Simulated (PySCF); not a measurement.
PySCF 2.14 output of an unrestricted PW91 calculation on a single atom or ion in aug-cc-pwCVTZ, with the non-relativistic Hamiltonian (point nucleus):

```
SCF conv_tol = 1e-09
number electrons alpha = 5  beta = 3
    J. P. Perdew. In P. Ziesche and H. Eschrig, editors, Proceedings of the 75. WE-Heraeus-Seminar and 21st Annual International Symposium on Electronic Structure of Solids, 11. Berlin, 1991. Akademie Verlag.
    J. P. Perdew, J. A. Chevary, S. H. Vosko, K. A. Jackson, M. R. Pederson, D. J. Singh, and C. Fiolhais.,  Phys. Rev. B 46, 6671 (1992)
    J. P. Perdew, J. A. Chevary, S. H. Vosko, K. A. Jackson, M. R. Pederson, D. J. Singh, and C. Fiolhais.,  Phys. Rev. B 48, 4978 (1993)
    J. P. Perdew. In P. Ziesche and H. Eschrig, editors, Proceedings of the 75. WE-Heraeus-Seminar and 21st Annual International Symposium on Electronic Structure of Solids, 11. Berlin, 1991. Akademie Verlag.
    J. P. Perdew, J. A. Chevary, S. H. Vosko, K. A. Jackson, M. R. Pederson, D. J. Singh, and C. Fiolhais.,  Phys. Rev. B 46, 6671 (1992)
    J. P. Perdew, J. A. Chevary, S. H. Vosko, K. A. Jackson, M. R. Pederson, D. J. Singh, and C. Fiolhais.,  Phys. Rev. B 48, 4978 (1993)
cycle= 1 E= -125.772601719444  delta_E= -0.00773  |g|= 0.0176  |ddm|= 0.167
cycle= 2 E= -125.772628685648  delta_E= -2.7e-05  |g|= 0.00642  |ddm|= 0.0216
cycle= 3 E= -125.7726346885  delta_E= -6e-06  |g|= 0.00148  |ddm|= 0.00819
cycle= 4 E= -125.772635081657  delta_E= -3.93e-07  |g|= 9.63e-05  |ddm|= 0.00174
cycle= 5 E= -125.772635083631  delta_E= -1.97e-09  |g|= 4.76e-06  |ddm|= 0.000127
cycle= 6 E= -125.772635083635  delta_E= -3.94e-12  |g|= 1.34e-07  |ddm|= 6.19e-06
converged SCF energy = -125.772635083635  <S^2> = 2.0010528  2S+1 = 3.0007018
```

The run itself started from symmetry-adapted Hartree-Fock orbitals and held the occupation by maximum overlap, on a logarithmic radial grid, so the iterations belong to that start.

Q: Which element, charge and spin multiplicity is this?

A: Ne²⁺ (neon, charge +2), multiplicity 3; the state was [He] 2s1 2p5, high-spin 3P determinant (an excited configuration).
